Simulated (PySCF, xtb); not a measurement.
In(OH)2(SiH3) (H5InO2Si), SMILES [OH][In]([OH])[SiH3].

GFN2-xTB run with xtb at its own geometry gives an orbital gap of 3.52 eV and a dipole moment of 2.81 D.

Coordinates come from a PBE0-D3(BJ)/def2-SVP optimisation. The structure was generated by enumeration; whether it is a known compound was not checked. The def2 effective core potentials stand for the cores of In; spin–orbit coupling is left out. One conformer was computed; it need not be the lowest.

Q: What does PBE/def2-TZVP (PySCF) give? (An estimate is asked for; the answer gives what the named calculation found.)

A: gap 4.47 eV (levels -6.52 and -2.05 eV), dipole 0.05 D.
